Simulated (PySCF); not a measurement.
Compound: MoO2(OSiMe3)2, C6H18MoO4Si2 (singlet state).
Cartesian coordinates in Å at the PBE0-D3(BJ)/def2-SVP level; atoms count from 1:
```
atom  x, y, z in Å
Mo1    1.0906    0.2476    0.2106
O2     1.6788   -0.1098    1.7432
O3     2.3757    0.8518   -0.6872
O4    -0.2449    1.5129    0.3456
Si5   -0.9777    2.7578    1.2458
C6    -2.4045    1.9817    2.1706
C7    -1.5590    4.0355    0.0146
C8     0.3241    3.4293    2.4053
H9    -2.9514    2.7347    2.7600
H10   -2.0428    1.2052    2.8626
H11   -3.1155    1.5131    1.4727
H12   -2.2701    3.5950   -0.7013
H13   -2.0630    4.8718    0.5248
H14   -0.7106    4.4441   -0.5557
H15    0.6892    2.6391    3.0799
H16    1.1865    3.8178    1.8408
H17   -0.0754    4.2496    3.0225
O18    0.4435   -1.2861   -0.5825
Si19   0.7164   -2.7709   -1.3668
C20    0.9442   -2.3915   -3.1820
C21   -0.8016   -3.8117   -1.0506
C22    2.2538   -3.5124   -0.6068
H23    1.1282   -3.3110   -3.7604
H24    1.8017   -1.7172   -3.3325
H25    0.0485   -1.9022   -3.5957
H26   -1.7029   -3.3210   -1.4491
H27   -0.7097   -4.7998   -1.5290
H28   -0.9470   -3.9684    0.0294
H29    3.1283   -2.8679   -0.7890
H30    2.1352   -3.6212    0.4827
H31    2.4700   -4.5066   -1.0289
```

Method: PBE0-D3(BJ)/def2-SVP geometry optimisation, gas phase, def2 core potentials past Kr (PySCF 2.14.0).

(1) Which atoms are bound to Mo1, and at what distances?

(2) List the angles at Mo1.

(3) What is the shape at Mo1?

(4) What are the other bond lengths?

(5) Give some angles away from the centre.

(6) What are the rotational constants (commonest isotopes, rigid rotor)?

Results:

(1) 4 atoms: O2 1.680 Å, O3 1.680 Å, O18 1.844 Å, O4 1.845 Å. The nearest atom not counted as bound is Si5, at 3.41 Å.

(2) 
```csv
angle,degrees,distance of the outer atoms (Å)
O4–Mo1–O18,110.4,3.03
O3–Mo1–O4,110.3,2.89
O2–Mo1–O18,109.8,2.88
O3–Mo1–O18,109.7,2.88
O2–Mo1–O4,109.4,2.88
O2–Mo1–O3,107.2,2.71
```

(3) Tetrahedral: angles from 107.2° to 110.4°; τ4 = (360° − α − β)/141° = 0.99 with α and β the two widest (0 for a square, 1 for a tetrahedron). The Mo–O distances aren't all alike: 1.680 to 1.845 Å.

(4) O4–Si5, O18–Si19 1.702 Å; Si5–C6 and 5 like bonds 1.868 Å. (A selection.)

(5) Mo1–O4–Si5 148.4°, O4–Si5–C6 106.7°, C6–Si5–C7 111.9°, Mo1–O18–Si19 150.2°, O18–Si19–C21 106.1°.

(6) A = 872.0, B = 238.6, C = 223.7 MHz: a near-prolate asymmetric top.

Point group: C1 (no symmetry element, even within 0.4 Å). Charge 0, singlet. No frequency check.

Hardware: AMD EPYC 9R45, 2 threads, on a shared host. Cost: 7.8 min wall, 19 min CPU, 2.7 GiB resident at most. These figures are those of the optimisation.
